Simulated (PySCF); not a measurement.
Ligand exchange on a metal centre used in film growth or etching (Zn OH-CH3). All species are isolated molecules in the gas phase. One relaxed conformer stands for each flexible species; it need not be the lowest.

The charge on the central atom (meta-Löwdin) from two functionals at the same geometries (PBE-D3(BJ)/def2-SVP), both in PySCF: PBE-D3(BJ)/def2-TZVP and TPSSh-D3(BJ)/def2-TZVP. 

```tsv
species	TPSSh-D3(BJ)/def2-TZVP (e)
0 of 2 OH replaced by CH3 ([Zn(OH)2])	1.28
1 of 2 OH replaced by CH3 ([Zn(OH)(CH3)])	1.14
2 of 2 OH replaced by CH3 ([Zn(CH3)2])	1.04
```

**Question.** What does PBE-D3(BJ)/def2-TZVP give for each?

**Answer.** 
- 0 of 2 OH replaced by CH3 ([Zn(OH)2]): 1.23
- 1 of 2 OH replaced by CH3 ([Zn(OH)(CH3)]): 1.09
- 2 of 2 OH replaced by CH3 ([Zn(CH3)2]): 1.01
Over these rows, drawn at random from the members with no instability flagged (it was tested for open shells, ions and some series alone), PBE minus TPSSh-D3(BJ): mean -0.04 e, from -0.05 e to -0.03 e.
